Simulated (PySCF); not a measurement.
This PySCF input asks for the NMR shieldings of `Fc1p(B(C)C)cc(C)c1`, C₇H₁₁BFP; the geometry comes from GFN2-xTB.

```python
import basis_set_exchange as bse
import numpy as np
from pyscf import gto, dft
from pyscf.prop import nmr

atoms = """
C    -2.420226   -1.321128   -0.163541
B    -1.821181    0.026142    0.380906
C    -2.510472    1.415883    0.134046
P    -0.265532   -0.036802    1.459541
C     0.918204   -1.045928    0.582725
C     1.971454   -0.320391    0.131044
C     3.165347   -0.884058   -0.567182
C     1.838942    1.090146    0.360596
C     0.683785    1.407128    0.982754
F     0.317206    2.662016    1.308761
H    -1.980383   -2.213676    0.276031
H    -2.252075   -1.380641   -1.239658
H    -3.499212   -1.375051   -0.026560
H    -3.518183    1.346297   -0.269895
H    -1.920707    2.004567   -0.570917
H    -2.551070    2.015824    1.043042
H     0.840700   -2.117865    0.522650
H     3.072232   -1.960935   -0.681730
H     3.276050   -0.432277   -1.552584
H     4.069384   -0.669127    0.001925
H     2.576816    1.806819    0.042279
"""
names = dict.fromkeys(["C", "B", "P", "F", "H"], "pcSseg-1")
basis = {el: gto.basis.parse(bse.get_basis(n, elements=[el], fmt="nwchem")) for el, n in names.items()}
mol = gto.M(atom=atoms, basis=basis, charge=0, verbose=0)
mf = dft.RKS(mol, xc="PBE0")
mf.grids.level = 2
mf.grids.alignment = dft.numint.BLKSIZE   # the property module wants whole blocks of grid points
mf.conv_tol = 1e-9
mf.kernel()

calc = nmr.RKS(mf)   # GIAO
C = mf.mo_coeff
Co = C[:, mf.mo_occ > 0]
resp = mf.gen_response(singlet=True, hermi=2)
def vind(x):   # induced exchange potential for any number of trial vectors
    d = np.einsum("pi,xij,qj->xpq", C, 2 * x.reshape(-1, C.shape[1], Co.shape[1]), Co, optimize=True)
    return np.einsum("xpq,pi,qj->xij", resp(d - d.transpose(0, 2, 1)), C, Co, optimize=True).ravel()
mo1, _ = nmr.rhf.solve_mo1(calc, with_cphf=vind)
sigma = calc.kernel(mo1)
for i, s in enumerate(sigma):   # ppm
    w = np.linalg.eigvalsh((s + s.T) / 2)
    print("%2d %-2s iso %8.1f  s11 %8.1f  s22 %8.1f  s33 %8.1f" % (i, mol.atom_pure_symbol(i), w.mean(), *w))
```

Problem. What are the results?

Solution. 
```
 0 C  iso    169.7  s11    148.0  s22    176.4  s33    184.6
 1 B  iso     13.5  s11    -44.8  s22    -32.4  s33    117.6
 2 C  iso    171.1  s11    146.9  s22    180.7  s33    185.8
 3 P  iso    329.2  s11    271.6  s22    338.7  s33    377.3
 4 C  iso     74.1  s11    -17.6  s22     94.8  s33    145.1
 5 C  iso     39.5  s11    -59.2  s22     26.3  s33    151.4
 6 C  iso    164.1  s11    150.3  s22    153.1  s33    188.9
 7 C  iso     66.8  s11    -12.6  s22     72.0  s33    141.1
 8 C  iso      1.0  s11    -78.3  s22     21.1  s33     60.1
 9 F  iso    296.2  s11    186.5  s22    274.3  s33    428.0
10 H  iso     30.1  s11     25.6  s22     31.0  s33     33.9
11 H  iso     30.8  s11     27.3  s22     29.2  s33     35.9
12 H  iso     30.5  s11     26.2  s22     28.8  s33     36.6
13 H  iso     30.5  s11     26.2  s22     29.1  s33     36.3
14 H  iso     30.7  s11     25.8  s22     31.0  s33     35.4
15 H  iso     29.9  s11     25.4  s22     30.3  s33     33.9
16 H  iso     25.9  s11     23.4  s22     26.4  s33     27.8
17 H  iso     29.6  s11     24.9  s22     29.2  s33     34.6
18 H  iso     29.4  s11     25.3  s22     27.6  s33     35.4
19 H  iso     29.3  s11     25.0  s22     27.3  s33     35.6
20 H  iso     25.4  s11     22.8  s22     24.5  s33     28.8
```

These numbers come from an equivalent density-fitted implementation of the same equations, which agrees with the script to about 0.01 ppm for H and up to a few tenths of a ppm for heavy atoms, so last digits may differ.

Size and cost of the density-fitted run: 232 basis functions, 110 s wall time on 1 thread of an Arm Neoverse N1, shared host; peak memory 1.1 GiB.
